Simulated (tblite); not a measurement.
Compound: C₆H₈FOSi (doublet state).
Cartesian coordinates in Å at the GFN2-xTB level; atoms count from 1:
```
atom  x, y, z in Å
C1     3.7255    0.4208   -0.5663
C2     2.5563    0.4552   -0.2773
C3     1.2751    0.2045    0.3611
C4     0.7962   -1.2353    0.1282
O5    -0.4611   -1.4914    0.7117
C6    -1.5515   -0.9221    0.0373
C7    -1.6304    0.5952    0.2364
F8    -2.7056    1.0822   -0.4907
Si9   -0.0056    1.4468   -0.3538
H10    1.3737    0.3616    1.4406
H11    1.4849   -1.9376    0.6066
H12    0.7702   -1.4536   -0.9495
H13   -1.5048   -1.1386   -1.0409
H14   -2.4416   -1.4061    0.4499
H15   -1.8569    0.8149    1.2855
H16    0.1503    2.7772    0.2284
H17    0.0183    1.4383   -1.8169
```

Structure optimised with GFN2-xTB, isolated species. This method treats the open shell by occupation alone, without spin polarisation.

Take the most abundant isotopes and a rigid rotor. The values belong to one conformer with, in the numbering `[C:1]#[C:2][C@@H:3]1[CH2:4][O:5][CH2:6][C@H:7]([F:8])[SiH2:9]1`, C1–C2–C3–C4 -65°, C2–C3–C4–O5 -179°, C3–C4–O5–C6 74°, C4–O5–C6–C7 -73°, O5–C6–C7–F8 178°.

Q: What are A, B and C (MHz)?

A: Ia = 199.18, Ib = 512.12, Ic = 672.56 u·Å²; 505379 MHz·u·Å²/I gives A = 2537, B = 986.8, C = 751.4 MHz.

Q: Classify the top.

A: An asymmetric top. Ray's parameter κ = (2B − A − C)/(A − C) = -0.736; −1 is the prolate and +1 the oblate limit.

Q: What does the inertial defect say?

A: Not planar: Δ = Ic − Ia − Ib = -38.73 u·Å². For a rigid frame Δ = −2 Σ m c², so Σ m c² = 19.37 u·Å² lies off the ab plane: 10.75 from hydrogen and 8.61 from heavier atoms. The atom farthest from that plane is 1.53 Å away.

Q: Where do the levels up to J = 5 lie, in K?

A: Above 0(0,0), as E/k:
J = 1: 1(0,1) 0.083, 1(1,1) 0.158, 1(1,0) 0.169
J = 2: 2(0,2) 0.249, 2(1,2) 0.313, 2(1,1) 0.347, 2(2,1) 0.571, 2(2,0) 0.572
J = 3: 3(0,3) 0.495, 3(1,3) 0.546, 3(1,2) 0.614, 3(2,2) 0.821, 3(2,1) 0.827, 3(3,1) 1.222, 3(3,0) 1.222
J = 4: 4(0,4) 0.817, 4(1,4) 0.855, 4(1,3) 0.967, 4(2,3) 1.154, 4(2,2) 1.171, 4(3,2) 1.558, 4(3,1) 1.558, 4(4,1) 2.116, 4(4,0) 2.116
J = 5: 5(0,5) 1.214, 5(1,5) 1.239, 5(1,4) 1.407, 5(2,4) 1.568, 5(2,3) 1.606, 5(3,3) 1.978, 5(3,2) 1.980, 5(4,2) 2.536, 5(4,1) 2.536, 5(5,1) 3.254, 5(5,0) 3.254

Q: Estimate the classical rotational partition function at 10 K, 298.15 K and 500 K.

A: Point group C1, symmetry number σ = 1; q = (√π/σ)·√((kT/h)³/(ABC)), k/h = 20836.6 MHz/K: 3890 at 10 K, 633000 at 298.15 K, 1370000 at 500 K.

For this open shell read J as N, the rotation without spin; fine and hyperfine splittings come on top. Its GFN2-xTB frequencies are all real (lowest 58 cm⁻¹). These are rigid-rotor constants of the computed structure; measured ground-state constants (B0) also hold zero-point vibration.

Hardware: an AMD EPYC 7B13 with one thread, no GPU, on a shared host. That covers the optimisation of the geometry.
